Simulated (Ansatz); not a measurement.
`CN[BH][GeH3]` + HCl → `CNBCl` + GeH₄  (cleavage of the B–Ge bond)

Isolated molecules relaxed with PBE0-D4/def2-TZVP in Ansatz; ΔE leaves out vibrations. CCSD(T)/CBS adds triple-zeta CCSD(T) − MP2 to the extrapolated MP2 energy (def2 sets, frozen cores). This one scheme is used for every species. DFT in def2-TZVPP. B3LYP here is the variant with VWN-RPA as its local correlation; programs differ in this. For Ge outer-core shells are correlated without core-valence functions, which leaves a few kJ/mol of doubt a bond. Scalar relativity is left out up to krypton. One conformer a species, not always the lowest.

| level | ΔE (kJ/mol) | difference from CCSD(T)/CBS |
| --- | --- | --- |
| PBE-D4 | -90.8 | 0.5 |
| r2SCAN-D4 | -99.7 | -8.4 |
| PBE0-D4 | -94.4 | -3.1 |
| B3LYP-D4 | -97.1 | -5.8 |
| ωB97X-V | -99.0 | -7.7 |
| ωB97M-V | -99.3 | -8.0 |
| B2PLYP | -101.1 | -9.8 |
| PBE | -93.6 | -2.3 |
| r2SCAN | -100.6 | -9.3 |
| PBE0 | -97.0 | -5.7 |
| B3LYP | -101.6 | -10.3 |
| HF/def2-TZVPP | -116.5 | -25.2 |
| MP2/def2-TZVPP | -98.4 | -7.1 |
| SCS-MP2/def2-TZVPP | -99.6 | -8.3 |
| CCSD/def2-TZVPP | -94.5 | -3.2 |
| CCSD(T)/def2-TZVPP | -92.9 | -1.6 |
| HF/def2-QZVPP | -117.4 | -26.1 |
| MP2/def2-QZVPP | -97.8 | -6.5 |
| SCS-MP2/def2-QZVPP | -99.6 | -8.3 |
| HF/CBS(def2) | -117.5 | -26.2 |
| MP2/CBS(def2) | -96.8 | -5.5 |
| CCSD/CBS(def2) | -92.9 | -1.6 |
| CCSD(T)/CBS | -91.3 | 0 |

Largest T1 diagnostic among the species: 0.013.

In def2-TZVPP, CCSD(T) changes the Hartree–Fock value by +23.6 kJ/mol (the triples alone add +1.6 kJ/mol) and MP2 by +18.1 kJ/mol. From PBE to PBE0 (25 % exact exchange), in def2-TZVPP and without D4, ΔE moves by −3.4 kJ/mol.
